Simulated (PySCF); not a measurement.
**Dipole response of Mn⁺ (manganese, charge +1)**

[Ar] 3d4 4s2, high-spin 5D determinant (an excited configuration). Calculation: PySCF 2.14, in aug-cc-pVQZ; the non-relativistic Hamiltonian (point nucleus). Coupled (time-dependent) response in atomic units; α is the mean over directions.

| method | mean α (bohr³) | α xx, yy, zz | C₆ (like pair) | S(−4) |
| --- | --- | --- | --- | --- |
| UHF | 40.94 | 41.12, 41.12, 40.56 | 293.3 | 915.3 |

S(−4) is the Cauchy moment in α(ω) = α(0) + S(−4) ω² + …

α(iu) at UHF:

```json
{"u (hartree)": "0", "α(iu) (bohr³)": "40.94"}
{"u (hartree)": "0.0500", "α(iu) (bohr³)": "38.82"}
{"u (hartree)": "0.100", "α(iu) (bohr³)": "33.80"}
{"u (hartree)": "0.200", "α(iu) (bohr³)": "22.77"}
{"u (hartree)": "0.300", "α(iu) (bohr³)": "15.19"}
{"u (hartree)": "0.500", "α(iu) (bohr³)": "7.977"}
{"u (hartree)": "0.750", "α(iu) (bohr³)": "4.637"}
{"u (hartree)": "1.00", "α(iu) (bohr³)": "3.187"}
{"u (hartree)": "1.50", "α(iu) (bohr³)": "1.912"}
{"u (hartree)": "2.00", "α(iu) (bohr³)": "1.330"}
{"u (hartree)": "3.00", "α(iu) (bohr³)": "0.7764"}
{"u (hartree)": "5.00", "α(iu) (bohr³)": "0.3683"}
```

For an ion, C₆ is the dispersion term alone; charge-induced terms of lower order in 1/R come first.

The components differ because the open shell of this determinant is not spherical; for a pure term their mean is the scalar polarisability.
